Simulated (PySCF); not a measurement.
# Ca (calcium, neutral): LDA calculation

Configuration: [Ar] 3d1 4s1, high-spin 3D determinant (an excited configuration). All numbers are calculated (PySCF 2.14, scalar relativity by spin-free X2C-1e, in ANO-RCC-VTZP (6s5p2d1f, 38 functions)).

- Total energy: -678.494 hartree
- One-electron energy: -931.971 hartree
- Hartree (Coulomb) energy: 287.970 hartree
- Exchange-correlation energy: -34.492 hartree
- ⟨S²⟩: 2.0002
- ⟨L²⟩: 6.001
- Sum of ⟨r⟩: 20.17 bohr
- Sum of ⟨r²⟩: 48.73 bohr²
- Traceless quadrupole moment −½Σ⟨3z² − r²⟩ along its main axis: 3.67 e·bohr²
- Langevin diamagnetic susceptibility: -38.6 ×10⁻⁶ cm³/mol

| shell | electrons | mean orbital energy (eV) | spread (eV) | rms radius, mean of both spins (bohr) |
| --- | --- | --- | --- | --- |
| 1s α | 1 | -3933.5 | 0 | 0.0889 |
| 1s β | 1 | -3933.5 | 0 | 0.0889 |
| 2s α | 1 | -410.69 | 0 | 0.397 |
| 2s β | 1 | -410.64 | 0 | 0.397 |
| 2p α | 3 | -332.32 | 0.091 | 0.365 |
| 2p β | 3 | -332.28 | 0.113 | 0.365 |
| 3s α | 1 | -44.677 | 0 | 1.25 |
| 3s β | 1 | -44.293 | 0 | 1.25 |
| 3p α | 3 | -25.964 | 0.260 | 1.40 |
| 3p β | 3 | -25.524 | 0.578 | 1.40 |
| 4s α | 1 | -3.641 | 0 | 4.41 |
| 3d α | 1 | -0.416 | 0 | 3.64 |

Densities and radii are taken from the X2C orbitals without a picture-change correction, which distorts them close to the nucleus.
